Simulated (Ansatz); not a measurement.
CH9GeNSi (`C[SiH2][NH][GeH3]`) at its PBE0-D4/def2-TZVP geometry, where that method's forces vanish. Charge 0, multiplicity 1.

```xyz
13

C     1.4345    0.3776   -1.7463
Si    0.1651    0.8474   -0.4615
N    -0.6643   -0.5336    0.1476
Ge   -1.1443   -0.8659    1.8897
H     1.9491    1.2668   -2.1207
H     2.1791   -0.3042   -1.3295
H     0.9616   -0.1153   -2.6002
H    -0.7572    1.8506   -1.0759
H     0.8087    1.4894    0.7178
H    -1.1347   -1.1218   -0.5251
H    -0.0778   -0.2193    2.7832
H    -1.1883   -2.3911    2.0907
H    -2.5314   -0.2805    2.2302
```

Task: What forces (eV/Å) does PBE-D4/def2-TZVPP give on these atoms in Ansatz 0.2.0? (Best estimate.)

Result: Ansatz gave: 
```
C1  -0.018  0.000  0.025
Si2  0.058  0.170 -0.055
N3   0.110 -0.017 -0.013
Ge4 -0.072 -0.048  0.222
H5   0.099  0.166 -0.077
H6   0.144 -0.128  0.071
H7  -0.081 -0.092 -0.165
H8  -0.091  0.119 -0.064
H9   0.060  0.063  0.126
H10 -0.162 -0.207 -0.217
H11  0.108  0.067  0.080
H12 -0.004 -0.157  0.020
H13 -0.151  0.063  0.047
```
